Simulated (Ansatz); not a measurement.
Gas-phase electronic energies from Ansatz, PBE0-D4/def2-TZVP geometries. CBS: MP2 limit from def2 TZ/QZ plus the TZ coupled-cluster correction, frozen cores. This one scheme is used for every species. DFT in def2-TZVPP. B3LYP here is the variant with VWN-RPA as its local correlation; programs differ in this. HSE06 is defined as in plane-wave codes. Triplets are unrestricted, without spin–orbit coupling. Elements past krypton have def2 core potentials. For W outer-core shells are correlated without core-valence functions, which leaves a few kJ/mol of doubt a bond. One conformer a species, not always the lowest.

Reaction (formal loss of a carbene): `C[O][W](=[S])(=[S])[N](C)C` → `[CH2]` (triplet) + `C[N](C)[W]([OH])(=[S])=[S]`

```
             level  ΔE (kcal/mol)  difference from CCSD(T)/CBS
       LDA (SPW92)          111.2                         17.4
           PBE0-D4           93.6                         -0.2
        r2SCANh-D4           88.5                         -5.3
        r2SCAN0-D4           87.7                         -6.1
          HSE06-D4           93.8                          0.0
      CAM-B3LYP-D4           94.7                          0.9
            revPBE           88.7                         -5.1
            r2SCAN           88.6                         -5.2
             B3LYP           91.3                         -2.5
           r2SCAN0           87.0                         -6.8
             HSE06           92.2                         -1.6
           LC-ωPBE           90.7                         -3.1
      MP2/def2-SVP           94.5                          0.7
   CCSD/def2-TZVPP           89.2                         -4.6
CCSD(T)/def2-TZVPP           92.0                         -1.8
     MP2/CBS(def2)           96.4                          2.6
       CCSD(T)/CBS           93.8                            0
```

Largest T1 diagnostic among the species: 0.021, so the coupled-cluster value is less sure than usual.

From PBE to PBE0 (25 % exact exchange), in def2-TZVPP and without D4, ΔE moves by −2.4 kcal/mol. The D4 term adds +2.8 kcal/mol with B3LYP and +1.6 kcal/mol with PBE0; it sums over pairs of atoms, weighted by their polarisabilities, and B3LYP, whose exchange is more repulsive, gets the larger term.
